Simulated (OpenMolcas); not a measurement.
## Ta3+: moving the ligands

Ta3+ with 6 ligands (fluoride) in octahedral coordination (Oh) at 2.03 Å. A charge of +0.5 e stands 2.8 Å behind each ligand. Ligand basis ANO-RCC-VDZP.
```
Ta    0.0000    0.0000    0.0000
F     2.0300    0.0000    0.0000
F     0.0000    2.0300    0.0000
F    -2.0300    0.0000    0.0000
F     0.0000   -2.0300    0.0000
F     0.0000    0.0000    2.0300
F     0.0000    0.0000   -2.0300
```

| Property | Result |
| --- | --- |
| Program | OpenMolcas 26.06 |
| Method | SS-CASPT2, IPEA 0.25 Eh, imaginary shift 0.1 Eh (the lowest 17 gerade and 18 ungerade orbitals frozen, chosen by energy and not by shell, so the metal 5p can be frozen and 4f correlated) |
| Basis | ANO-RCC-VDZP [7s6p4d2f1g] |
| Scalar Hamiltonian | DKH2, point nucleus |
| Active space | 2 electrons in 5 orbitals (5d) |
| State averaging | 2S+1 = 3 even, 10 roots; 2S+1 = 1 even, 15 roots |
| Spin-orbit coupling | RASSI with atomic mean-field integrals over the reference wave functions |

Runs around this geometry, states (labels of O, the rotations of Oh). Energies in cm-1 above the lowest state or level, χT in cm3 K/mol; under a threefold ground state the first gap can be a small split of the lowest multiplet, not the spin-orbit step; 10Dq and B are least-squares fits to the states below 45000 cm-1, weighted by degeneracy, with a free offset, and given where the rms deviation is under 5 % of |10Dq| (or 100 cm-1) and under 700 cm-1.

| R (Å) | Ground state | First state of that spin | 10Dq | B (rms of fit) | First gap with spin-orbit (degeneracies) | χT at 300 K | First state of another spin |
| --- | --- | --- | --- | --- | --- | --- | --- |
| 2 | 3T1 | 3T2 29650 | 30633 | 524 (120) | 210 (2, 3) | 0.159 | 1E 8450 |
| 2.03 | 3T1 | 3T2 27880 | 28901 | 527 (127) | 220 (2, 3) | 0.151 | 1T2 8580 |
| 2.08 | 3T1 | 3T2 25120 | 26349 | 533 (284) | 250 (2, 3) | 0.139 | 1E 9750 |

Taking |10Dq| as R^-n, n = -ln(26349 / 30633) / ln(2.08 / 2) = 3.8 between the shortest and longest distance. The point-charge formula for a cubic d site gives n = 5.

Roots that are degenerate in the reference are averaged as groups; the widest CASPT2 spread within a group is 250 cm-1 (the 3-fold group of multiplicity 1 near 38900 cm-1 above the lowest state of its run, R = 2.03). Shifts and gaps below about the spread of the groups concerned are not significant. Over all roots computed the reference weight is 0.73 to 0.74 in R = 2, 0.73 to 0.74 in R = 2.03, 0.73 to 0.74 in R = 2.08; a low but even weight reflects the number of correlated electrons. An orbital triplet at a regular site is open to Jahn-Teller coupling, which can distort the site and quench the lowest spin-orbit gaps and is left out. Ligand-to-metal charge-transfer states are missing. With no ligand orbital active B as a rule stays too high, so bands that hang on it stand too high and its fall with covalency is understated. With one d shell and no ligand orbital active, 10Dq can be off by a tenth or more. The least metal-like active orbital is 78 % on the metal (Löwdin) and no ligand orbital is active, so the numbers are rough (holds for R = 2). The least metal-like active orbital is 79 % on the metal (Löwdin) and no ligand orbital is active, so the numbers are rough (holds for R = 2.03). The least metal-like active orbital is 81 % on the metal (Löwdin) and no ligand orbital is active, so the numbers are rough (holds for R = 2.08). No measured value stands beside these numbers; the geometry was imposed, not optimised, and the real ion may take another.
